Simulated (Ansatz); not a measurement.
`CC1[SiH2]C1=S` + `[OH][Ga]([SH])[SH]` → `C[O][Ga]([SH])[SH]` + `S=C1C[SiH2]1`  (substitution at a C–C bond)

Program: Ansatz. Geometries: PBE0-D4/def2-TZVP. ΔE: electronic, gas phase. CCSD(T)/CBS is the MP2 limit (def2-TZVPP, def2-QZVPP) plus CCSD(T) − MP2 in def2-TZVPP, frozen cores. Functionals use def2-TZVPP. B3LYP here is the variant with VWN-RPA as its local correlation; programs differ in this. For Ga outer-core shells are correlated without core-valence functions, which leaves a few kJ/mol of doubt a bond. Scalar relativity is left out up to krypton. One conformer a species, not always the lowest.

`CC1[SiH2]C1=S`:

Z-matrix (Å, degrees):
```
C
C 1 1.502
H 1 1.093 2 110.7
H 1 1.092 2 110.4 3 -118.7
H 1 1.091 2 111.2 3 120.6
Si 2 1.907 1 137.3 3 158.3
C 2 1.471 1 122.1 3 72.3
H 2 1.099 1 114.3 3 -65.4
H 6 1.479 2 124.2 1 -13.2
H 6 1.479 2 113.4 1 134.5
S 7 1.606 2 134.6 1 -19.9
```

`[OH][Ga]([SH])[SH]`:

```xyz
7

O     1.343   -0.679   -0.141
Ga   -0.256    0.106   -0.108
S    -1.281    0.270   -2.030
S    -1.178    0.875    1.731
H     1.777   -0.746    0.712
H    -0.266   -0.339   -2.668
H    -0.140    0.514    2.505
```

`C[O][Ga]([SH])[SH]`:

```xyz
10

C     0.787   -1.607    0.451
O     0.367   -0.338    0.889
Ga   -0.403    0.853   -0.178
S    -0.712    0.337   -2.289
S    -0.978    2.755    0.733
H     1.854   -1.734    0.662
H     0.638   -1.770   -0.624
H     0.236   -2.387    0.987
H    -1.274    1.526   -2.565
H    -0.514    2.366    1.934
```

`S=C1C[SiH2]1`:

```xyz
8

S    -2.559   -0.401    0.174
C    -1.011   -0.047    0.000
C     0.167    0.160    0.892
Si    0.593   -0.094   -0.917
H     0.322    1.203    1.179
H     0.299   -0.519    1.732
H     1.113    1.092   -1.631
H     1.077   -1.393   -1.429
```

| species | B3LYP energy (Eh) |
| --- | --- |
| `CC1[SiH2]C1=S` | -805.64296 |
| `[OH][Ga]([SH])[SH]` | -2798.52507 |
| `C[O][Ga]([SH])[SH]` | -2837.83491 |
| `S=C1C[SiH2]1` | -766.31175 |

**Question.** Work out ΔE.

**Answer.** ΔE = (-2837.83491) + (-766.31175) − (-805.64296) − (-2798.52507) = 0.02137 Eh = +0.58 eV. CCSD(T)/CBS gives +0.67 eV.

Largest T1 diagnostic among the species: 0.017.

In def2-TZVPP, CCSD(T) changes the Hartree–Fock value by +0.14 eV (the triples alone add +0.02 eV) and MP2 by +0.24 eV.
